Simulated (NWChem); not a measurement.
C₂H₄O₂Si; SMILES O=C1OC[SiH2]1

```xyz
9

O      0.4819    -2.0320     0.0000
C      0.1456    -0.8810     0.0000
O     -1.1801    -0.4575     0.0000
C     -1.0991     1.0081     0.0000
Si     0.8177     0.9603     0.0000
H     -1.5979     1.4126    -0.9038
H     -1.5979     1.4126     0.9038
H      1.5272     1.4420     1.2328
H      1.5272     1.4420    -1.2328
```
Atoms are numbered in this order, from 1.

Computed with NWChem. Structure relaxed at the PBE-D3(BJ)/def2-SVP level. Level M06-2X/def2-SVP: energy and gradient on several grids; changes count from the extra-fine grid, which is no exact limit either.

Which is the coarsest grid (fine; coarse; xcoarse; xfine; medium) from which on the energy stays within 50 μHa and each gradient component within 100 μHa/bohr of xfine?

fine.
| grid | size of the energy change (μHa) | largest change of a gradient component (μHa/bohr) | time, medium = 1 (rough) |
|---|---|---|---|
| xcoarse | 900 | 4000 | about 1 |
| coarse | 100 | 800 | about 1 |
| medium | 50 | 200 | about 1 |
| fine | < 10 | 40 | about 1 |
| xfine | < 10 | < 30 | 2 |
